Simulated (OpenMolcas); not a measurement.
Rh4+ among 6 point charges of -1.7 e arranged as a tetragonal octahedron (D4h), 1.84 Å from the ion, with the axial distance 1.950 Å.

```yaml
Program: OpenMolcas
Method: CASSCF
Basis: ANO-RCC-VDZP [6s5p3d1f]
Scalar_Hamiltonian: DKH2, point nucleus
Active_space: 5 electrons in 5 orbitals (4d)
State_averaging: 2S+1 = 6 even, 1 root; 2S+1 = 4 even, 24 roots; 2S+1 = 2 even, 75 roots
Spin-orbit_coupling: RASSI with atomic mean-field integrals over the reference wave functions
```

Problem. What is the spin-free ground state (labels of D4, the rotations of D4h)?

Solution. 6A1, 1-fold in its orbital part, 100 % from free-ion S terms; it has the highest spin that d5 allows.

Problem. What are the lowest two levels with spin-orbit coupling?

Solution. A 2-fold level E1/2 with g = 2.00, 5.99, 5.99, then a 2-fold level E3/2 2.0 cm-1 above it. Their leading multiplicities are 6 (99 %) and 6 (99 %).

Problem. What is χT at 300 K, and how does it compare with the textbook value?

Solution. The lowest level has 2S+1 = 6, for which the spin-only value is χT = S(S+1) / 2 = 4.375 cm3 K/mol (g = 2). The computed 4.364 at 300 K differs by -0.011, through a little spin-orbit mixing out of the ground term, against the free-electron g of 2.0023, which raises it.

Without dynamic correlation the repulsion within the d shell is too large (B by tens of per cent), so at a given field states of lower spin stand too high. Point charges give a weaker field than real ligands, and real ions of this kind are as a rule low spin; the high spin found here belongs to the model. Point charges carry no covalency, so the field is a model and not that of real ligands. No measured value stands beside these numbers.
